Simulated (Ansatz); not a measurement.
Computed with Ansatz on PBE0-D4/def2-TZVP structures; ΔE is electronic, products minus reactants. CCSD(T)/CBS is the MP2 limit (def2-TZVPP, def2-QZVPP) plus CCSD(T) − MP2 in def2-TZVPP, frozen cores. This one scheme is used for every species. Functionals use def2-TZVPP. For Ge outer-core shells are correlated without core-valence functions, which leaves a few kJ/mol of doubt a bond. Scalar relativity is left out up to krypton. Each species was taken in one conformer, which may not be the lowest.

`[SiH3]/C=[CH]/[GeH3]` + `C#CS` → `C#CS[SiH3]` + `C=[CH][GeH3]`  (ligand exchange at the Si–C bond)

**Question.** Is it downhill or uphill in electronic energy at CCSD(T)/CBS, and by how much? (Estimate.)

**Answer.** Computed: Downhill: ΔE = -14.2 kcal/mol.

**Question.** What do these levels give: B97M-V, BHLYP-D4, BLYP, r2SCAN, PBE0, SCS-MP2/def2-TZVPP? (Estimate.)

**Answer.** Ansatz gave: B97M-V -14.1, BHLYP-D4 -14.4, BLYP -13.4, r2SCAN -14.5, PBE0 -14.4, SCS-MP2/def2-TZVPP -14.3 kcal/mol.

Largest T1 diagnostic among the species: 0.013.

At CCSD(T), def2-SVP lies +2.0 kcal/mol from the extrapolated value and def2-TZVPP +0.5 kcal/mol. Leaving LDA and LC-ωPBE aside and taking each functional with its dispersion term where it has one, the values, not all of them listed here, spread over 1.3 kcal/mol, from PBE-QIDH to CAM-B3LYP-D4. LDA lies +0.8 kcal/mol from PBE without D4.
